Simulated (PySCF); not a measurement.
LiCl, SMILES [Li][Cl].

The structure is a stationary point at PBE0-D3(BJ)/def2-TZVPD.

Two levels are set side by side: TDDFT-PBE/def2-TZVPD (PySCF) and TDDFT-ωB97X/def2-TZVPD (PySCF). Vertical, same geometry. The lowest singlet is HOMO→LUMO 100 % with PBE and HOMO−1→LUMO 82 %, HOMO−1→LUMO+3 15 % with the other functional; states are paired by order. Differences are taken from unrounded values.

```json
[
 {"quantity": "lowest singlet excitation (eV)", "TDDFT-PBE": "3.98"},
 {"quantity": "lowest triplet excitation (TDA) (eV)", "TDDFT-PBE": "3.91"},
 {"quantity": "first bright state (f over 0.05) (eV)", "TDDFT-PBE": "5.98"},
 {"quantity": "its oscillator strength", "TDDFT-PBE": "0.08"}
]
```

Q: These are the TDDFT-PBE values. What does TDDFT-ωB97X give? (An estimate is asked for; the answer gives what the named calculation found.)

A: 
```json
[
 {"quantity": "lowest singlet excitation (eV)", "TDDFT-ωB97X": "5.51", "TDDFT-PBE minus TDDFT-ωB97X": "-1.54"},
 {"quantity": "lowest triplet excitation (TDA) (eV)", "TDDFT-ωB97X": "5.46", "TDDFT-PBE minus TDDFT-ωB97X": "-1.55"},
 {"quantity": "first bright state (f over 0.05) (eV)", "TDDFT-ωB97X": "7.31", "TDDFT-PBE minus TDDFT-ωB97X": "-1.32"},
 {"quantity": "its oscillator strength", "TDDFT-ωB97X": "0.11", "TDDFT-PBE minus TDDFT-ωB97X": "-0.02"}
]
```

A lower first singlet is the usual sign of a functional without exact exchange. Differences between two approximate levels are no errors against the true value.

Rough cost on one machine, each run with all the roots and properties that it gave: TDDFT-ωB97X against TDDFT-PBE about 3 times.
